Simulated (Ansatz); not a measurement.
Breaking a bond: AsH, triplet.

Computed with: UKS-PBE = unrestricted PBE/cc-pVDZ (Ansatz, a quantum-chemistry and plane-wave program); UKS-PBE0 = unrestricted PBE0/cc-pVDZ run with Ansatz; FCI = full CI/cc-pVDZ, cores with 3d frozen in Ansatz.

Energies relative to the lowest point of each curve near equilibrium, in kcal/mol; the last columns give the error against full CI:

```json
[
 {"R / Å": "1.15", "UKS-PBE": "59.2", "UKS-PBE0": "57.3", "FCI": "58.6", "UKS-PBE − FCI": "0.6", "UKS-PBE0 − FCI": "-1.2"},
 {"R / Å": "1.22", "UKS-PBE": "35.6", "UKS-PBE0": "34.0", "FCI": "34.8", "UKS-PBE − FCI": "0.8", "UKS-PBE0 − FCI": "-0.8"},
 {"R / Å": "1.30", "UKS-PBE": "17.9", "UKS-PBE0": "16.6", "FCI": "17.0", "UKS-PBE − FCI": "0.8", "UKS-PBE0 − FCI": "-0.5"},
 {"R / Å": "1.36", "UKS-PBE": "9.4", "UKS-PBE0": "8.4", "FCI": "8.7", "UKS-PBE − FCI": "0.7", "UKS-PBE0 − FCI": "-0.3"},
 {"R / Å": "1.44", "UKS-PBE": "2.8", "UKS-PBE0": "2.2", "FCI": "2.4", "UKS-PBE − FCI": "0.4", "UKS-PBE0 − FCI": "-0.2"},
 {"R / Å": "1.47", "UKS-PBE": "1.4", "UKS-PBE0": "1.0", "FCI": "1.1", "UKS-PBE − FCI": "0.3", "UKS-PBE0 − FCI": "-0.1"},
 {"R / Å": "1.53", "UKS-PBE": "0.0", "UKS-PBE0": "0.0", "FCI": "0.0", "UKS-PBE − FCI": "0.0", "UKS-PBE0 − FCI": "0.0"},
 {"R / Å": "1.60", "UKS-PBE": "0.2", "UKS-PBE0": "0.7", "FCI": "0.5", "UKS-PBE − FCI": "-0.3", "UKS-PBE0 − FCI": "0.1"},
 {"R / Å": "1.62", "UKS-PBE": "0.6", "UKS-PBE0": "1.2", "FCI": "1.0", "UKS-PBE − FCI": "-0.4", "UKS-PBE0 − FCI": "0.2"},
 {"R / Å": "1.69", "UKS-PBE": "2.6", "UKS-PBE0": "3.7", "FCI": "3.3", "UKS-PBE − FCI": "-0.7", "UKS-PBE0 − FCI": "0.4"},
 {"R / Å": "1.76", "UKS-PBE": "5.6", "UKS-PBE0": "7.2", "FCI": "6.5", "UKS-PBE − FCI": "-0.9", "UKS-PBE0 − FCI": "0.7"},
 {"R / Å": "1.91", "UKS-PBE": "14.0", "UKS-PBE0": "16.5", "FCI": "15.0", "UKS-PBE − FCI": "-1.0", "UKS-PBE0 − FCI": "1.5"},
 {"R / Å": "2.08", "UKS-PBE": "24.7", "UKS-PBE0": "28.3", "FCI": "25.3", "UKS-PBE − FCI": "-0.5", "UKS-PBE0 − FCI": "3.0"},
 {"R / Å": "2.29", "UKS-PBE": "37.8", "UKS-PBE0": "41.9", "FCI": "36.7", "UKS-PBE − FCI": "1.1", "UKS-PBE0 − FCI": "5.2"},
 {"R / Å": "2.54", "UKS-PBE": "50.5", "UKS-PBE0": "53.2", "FCI": "46.7", "UKS-PBE − FCI": "3.8", "UKS-PBE0 − FCI": "6.5"},
 {"R / Å": "2.73", "UKS-PBE": "56.9", "UKS-PBE0": "58.2", "FCI": "51.6", "UKS-PBE − FCI": "5.3", "UKS-PBE0 − FCI": "6.5"},
 {"R / Å": "3.05", "UKS-PBE": "62.8", "UKS-PBE0": "62.6", "FCI": "56.2", "UKS-PBE − FCI": "6.6", "UKS-PBE0 − FCI": "6.4"},
 {"R / Å": "3.37", "UKS-PBE": "65.3", "UKS-PBE0": "64.4", "FCI": "58.0", "UKS-PBE − FCI": "7.2", "UKS-PBE0 − FCI": "6.4"},
 {"R / Å": "3.79", "UKS-PBE": "66.4", "UKS-PBE0": "65.4", "FCI": "58.9", "UKS-PBE − FCI": "7.5", "UKS-PBE0 − FCI": "6.5"},
 {"R / Å": "4.16", "UKS-PBE": "66.8", "UKS-PBE0": "65.7", "FCI": "59.1", "UKS-PBE − FCI": "7.7", "UKS-PBE0 − FCI": "6.5"},
 {"R / Å": "4.57", "UKS-PBE": "67.0", "UKS-PBE0": "65.8", "FCI": "59.2", "UKS-PBE − FCI": "7.7", "UKS-PBE0 − FCI": "6.5"},
 {"R / Å": "5.34", "UKS-PBE": "67.1", "UKS-PBE0": "65.8", "FCI": "59.3", "UKS-PBE − FCI": "7.8", "UKS-PBE0 − FCI": "6.5"},
 {"R / Å": "6.12", "UKS-PBE": "67.1", "UKS-PBE0": "65.9", "FCI": "59.3", "UKS-PBE − FCI": "7.8", "UKS-PBE0 − FCI": "6.5"}
]
```

UKS-PBE is furthest from FCI at 6.12 (7.8 kcal/mol, above); its mean absolute error over the points is 3.0 kcal/mol.

UKS-PBE0 is furthest from FCI at 2.73 (6.5 kcal/mol, above); its mean absolute error over the points is 3.2 kcal/mol.

The unrestricted determinant behind UKS-PBE is spin-contaminated at 2.54 to 6.12 Å (<S²> up to 3.0, against 2.00 for a pure triplet). The unrestricted determinant behind UKS-PBE0 is spin-contaminated at 2.29 to 6.12 Å (<S²> up to 3.0, against 2.00 for a pure triplet).
